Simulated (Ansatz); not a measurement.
A relaxation, step by step

Si2NH9O, singlet, PBE0-D4/def2-TZVP (Ansatz 0.2.0). Settings:

```yaml
hamiltonian: {xc: pbe0, dispersion: d4}
relax: {f_tol: 0.005, max_steps: 200}
```

Start, a step off a saddle point along its unstable mode:

```json
{"atom": "Si1", "x (Å)": "-0.8768", "y (Å)": "0.3043", "z (Å)": "0.8354"}
{"atom": "H2", "x (Å)": "-0.1357", "y (Å)": "-0.6006", "z (Å)": "1.8479"}
{"atom": "H3", "x (Å)": "-1.2538", "y (Å)": "0.9548", "z (Å)": "-0.5377"}
{"atom": "H4", "x (Å)": "-2.2281", "y (Å)": "-0.1366", "z (Å)": "1.2463"}
{"atom": "N5", "x (Å)": "0.0386", "y (Å)": "1.6556", "z (Å)": "1.3687"}
{"atom": "H6", "x (Å)": "0.3227", "y (Å)": "-1.3139", "z (Å)": "0.4553"}
{"atom": "O7", "x (Å)": "-0.0619", "y (Å)": "-1.1030", "z (Å)": "-0.2580"}
{"atom": "Si8", "x (Å)": "0.7690", "y (Å)": "-0.9945", "z (Å)": "-1.7593"}
{"atom": "H9", "x (Å)": "-0.0503", "y (Å)": "2.5768", "z (Å)": "0.9817"}
{"atom": "H10", "x (Å)": "0.5037", "y (Å)": "1.6039", "z (Å)": "2.2572"}
{"atom": "H11", "x (Å)": "1.7180", "y (Å)": "-2.1254", "z (Å)": "-1.7533"}
{"atom": "H12", "x (Å)": "1.4781", "y (Å)": "0.3042", "z (Å)": "-1.8435"}
{"atom": "H13", "x (Å)": "-0.2238", "y (Å)": "-1.1254", "z (Å)": "-2.8407"}
```

```tsv
step	energy less the last (meV)	largest force component (eV/Å)
1	1745.3	9.572
3	913.7	0.932
5	667.1	1.219
7	283.1	0.900
9	86.9	1.024
11	25.5	0.132
13	14.2	0.149
15	5.8	0.159
17	2.7	0.018
19	1.6	0.054
21	0.8	0.082
23	0.2	0.066
25	0.0	0.012
27	0.0	0.007
28	0.0	0.003
```

Step 9, positions (Å) and forces (eV/Å):

| atom | x | y | z | Fx | Fy | Fz |
| --- | --- | --- | --- | --- | --- | --- |
| Si1 | -0.796 | 0.778 | 1.166 | 0.036 | -0.182 | 0.046 |
| H2 | 0.011 | -0.312 | 1.784 | -0.075 | 0.131 | 0.064 |
| H3 | -0.534 | 0.808 | -0.292 | -0.061 | 0.114 | -0.055 |
| H4 | -2.244 | 0.458 | 1.373 | 0.078 | -0.012 | -0.028 |
| N5 | -0.276 | 2.276 | 1.829 | 0.055 | 0.018 | -0.097 |
| H6 | 0.665 | -2.547 | -0.064 | 0.065 | 0.007 | 0.034 |
| O7 | 0.114 | -1.965 | -0.587 | 0.376 | 0.329 | -1.024 |
| Si8 | 0.787 | -1.386 | -2.024 | -0.087 | -0.323 | 0.765 |
| H9 | -0.527 | 3.149 | 1.396 | -0.023 | -0.015 | -0.005 |
| H10 | -0.148 | 2.385 | 2.819 | -0.009 | -0.001 | 0.105 |
| H11 | 1.781 | -2.364 | -2.587 | -0.207 | 0.118 | 0.144 |
| H12 | 1.497 | -0.082 | -1.834 | -0.105 | -0.186 | 0.035 |
| H13 | -0.328 | -1.196 | -2.979 | -0.042 | 0.001 | 0.017 |

Last step (28):

| atom | x (Å) | y (Å) | z (Å) |
| --- | --- | --- | --- |
| Si1 | -0.4997 | 0.8040 | 1.0397 |
| H2 | 0.6574 | 0.0351 | 1.5687 |
| H3 | -0.3335 | 1.0982 | -0.4064 |
| H4 | -1.7248 | -0.0274 | 1.2135 |
| N5 | -0.5095 | 2.3204 | 1.8605 |
| H6 | 0.4417 | -2.3245 | 0.0934 |
| O7 | -0.0543 | -1.8523 | -0.5766 |
| Si8 | 0.7308 | -1.4563 | -1.9742 |
| H9 | -1.1044 | 3.0605 | 1.5234 |
| H10 | -0.4573 | 2.3419 | 2.8665 |
| H11 | 1.2186 | -2.6744 | -2.6781 |
| H12 | 1.8992 | -0.5721 | -1.7166 |
| H13 | -0.2645 | -0.7530 | -2.8139 |

Hardware: 8 CPU threads of an Intel Xeon Platinum 8259CL, shared host. Wall time about 50 s.
